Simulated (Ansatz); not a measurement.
Reaction (formal exchange of groups at a Ga–O bond): `[NH2][GaH][OH]` + `C=NB[SiH3]` → `[NH2][GaH][BH][SiH3]` + `C=NO`

Calculated with Ansatz (gas phase, PBE0-D4/def2-TZVP geometries, no zero-point term in ΔE). CCSD(T)/CBS adds triple-zeta CCSD(T) − MP2 to the extrapolated MP2 energy (def2 sets, frozen cores). This one scheme is used for every species. For Ga outer-core shells are correlated without core-valence functions, which leaves a few kJ/mol of doubt a bond. Scalar relativity is left out up to krypton. Each species was taken in one conformer, which may not be the lowest.

```tsv
species	CCSD(T)/CBS(def2) energy (Eh)
`[NH2][GaH][OH]`	-2056.27372
`C=NB[SiH3]`	-410.21746
`[NH2][GaH][BH][SiH3]`	-2296.69815
`C=NO`	-169.65390
```

Task: Work out ΔE.

Result: ΔE = (-2296.69815) + (-169.65390) − (-2056.27372) − (-410.21746) = 0.13913 Eh = +3.79 eV.

Largest T1 diagnostic among the species: 0.017.

At CCSD(T), def2-SVP lies +0.03 eV from the extrapolated value and def2-TZVPP −0.01 eV. From PBE to PBE0 (25 % exact exchange), in def2-TZVPP and without D4, ΔE moves by +0.05 eV.
